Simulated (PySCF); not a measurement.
Species: C9H12N (charge +1).
Numbering: `[CH2+:1][c:2]1[cH:3][cH:4][cH:5][c:6]([N:7]([CH3:8])[CH3:9])[cH:10]1`

Geometry (GFN2-xTB, Å), atoms numbered from 1 in this order:
```
atom  x, y, z in Å
C1     2.9969    1.3863    0.6044
C2     2.0559    0.4833    0.1793
C3     2.4733   -0.7386   -0.4472
C4     1.5231   -1.6326   -0.8691
C5     0.1681   -1.3682   -0.6959
C6    -0.3030   -0.1758   -0.0808
N7    -1.6257    0.0535    0.0755
C8    -2.6091   -0.9038   -0.3733
C9    -2.0767    1.2713    0.7034
C10    0.6678    0.7384    0.3485
H11    2.7169    2.3140    1.0781
H12    4.0509    1.1972    0.4785
H13    3.5259   -0.9331   -0.5756
H14    1.8182   -2.5561   -1.3431
H15   -0.5391   -2.1029   -1.0452
H16   -2.5407   -1.0649   -1.4519
H17   -2.4903   -1.8622    0.1381
H18   -3.6050   -0.5296   -0.1542
H19   -1.6970    1.3481    1.7255
H20   -3.1617    1.2836    0.7441
H21   -1.7479    2.1473    0.1384
H22    0.3889    1.6641    0.8217
```

NICS is the negative of the GIAO shielding at a point without a nucleus: at the ring centre (0) and 1 Å above and below it (1); zz is the component along the ring normal. Level: GIAO PBE0/pcSseg-1 (PySCF, non-relativistic, gas phase) on the GFN2-xTB geometry, one conformer.

Ring bond lengths (Å), with Mayer bond orders in brackets: C2–C3 1.435 (1.14), C3–C4 1.371 (1.51), C4–C5 1.391 (1.42), C5–C6 1.422 (1.23), C6–C10 1.401 (1.36), C10–C2 1.421 (1.19).

Question: Give the NICS values of each ring in ppm.

Answer: 
```json
{"ring": "C2–C3–C4–C5–C6–C10", "type": "6-membered carbocycle; formal bonds all aromatic", "NICS(0)": "-2.4", "NICS(1), two faces": "-6.9 / -6.9", "NICS(1)zz, two faces": "-13.4 / -13.5", "rms pucker (Å)": "0.00", "centre to ring atoms, mean (Å)": "1.41"}
```

Question: What do they say, and how far can they be read as aromaticity?

Answer: 
- C2–C3–C4–C5–C6–C10: mean NICS(1)zz -13.5 ppm, shielded.

Question: What does the geometric index give? HOMA takes Krygowski's 1993 parameters.

Answer: 
- C2–C3–C4–C5–C6–C10: HOMA 0.79 = 1 − EN − GEO, with mean bond length 1.407 Å, EN = α(Ropt − mean)² = 0.093 and GEO = α × variance = 0.120.

Question: What is the mean of the two in-plane components of NICS at the second NICS(1) probe listed for ring C2–C3–C4–C5–C6–C10, 1 Å off the ring?

Answer: The isotropic value is a third of the trace: (3 × -6.9 − (-13.5))/2 = -3.6 ppm.

Question: Give the inner angles of the rings and the Hirshfeld charges of the ring atoms.

Answer: 
- C2–C3–C4–C5–C6–C10: C2 119.3° (+0.021 e), C3 119.2° (+0.023 e), C4 120.8° (-0.009 e), C5 122.4° (+0.043 e), C6 116.8° (+0.075 e), C10 121.5° (-0.022 e); sum 720.0° against 720° for a flat convex ring.
